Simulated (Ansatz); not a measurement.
Reaction (ligand exchange at the Si–C bond): `N=C(F)[SiH](F)[SiH3]` + PH₃ → `F[SiH]([SiH3])P` + `N=CF`

Program: Ansatz. Geometries: PBE0-D4/def2-TZVP. ΔE: electronic, gas phase. CCSD(T)/CBS adds triple-zeta CCSD(T) − MP2 to the extrapolated MP2 energy (def2 sets, frozen cores). This one scheme is used for every species. One conformer a species, not always the lowest.

`N=C(F)[SiH](F)[SiH3]`:

Cartesian coordinates in Å:
```
N 1.580 0.563 -1.072
C 1.317 0.868 0.110
F 2.053 1.764 0.809
Si -0.118 0.035 1.028
F -0.897 1.164 1.855
Si -1.487 -0.969 -0.579
H 2.404 1.042 -1.438
H 0.473 -0.909 2.010
H -1.884 0.036 -1.596
H -2.703 -1.511 0.085
H -0.738 -2.083 -1.212
```

PH₃:

```xyz
4

P     0.236    0.156   -0.507
H    -1.162    0.190   -0.261
H     0.546    0.797    0.722
H     0.380   -1.144    0.046
```

`F[SiH]([SiH3])P`:

Z-matrix (Å, degrees):
```
Si
Si 1 2.341
P 1 2.251 2 113.7
F 1 1.609 2 108.9 3 120.5
H 1 1.488 2 111.7 3 -120.9
H 2 1.487 1 112.3 3 -178.5
H 2 1.487 1 109.4 3 -56.9
H 2 1.488 1 107.9 3 61.3
H 3 1.423 1 90.8 2 -63.0
H 3 1.421 1 94.7 2 30.5
```

`N=CF`:

```xyz
5

N    -0.822   -0.434   -0.218
C     0.250    0.032    0.200
F     0.779   -0.425    1.330
H    -1.092    0.016   -1.087
H     0.886    0.810   -0.226
```

| species | CCSD(T)/CBS(def2) energy (Eh) |
| --- | --- |
| `N=C(F)[SiH](F)[SiH3]` | -873.54055 |
| PH₃ | -342.72256 |
| `F[SiH]([SiH3])P` | -1022.55000 |
| `N=CF` | -193.72220 |

Q: Work out ΔE.

A: ΔE = (-1022.55000) + (-193.72220) − (-873.54055) − (-342.72256) = -0.00909 Eh = -0.25 eV.

Largest T1 diagnostic among the species: 0.014.

At CCSD(T), def2-SVP lies +0.13 eV from the extrapolated value and def2-TZVPP +0.03 eV. Leaving LDA and LC-ωPBE aside and taking each functional with its dispersion term where it has one, the values, not all of them listed here, spread over 0.14 eV, from HSE06-D4 to CAM-B3LYP-D4.
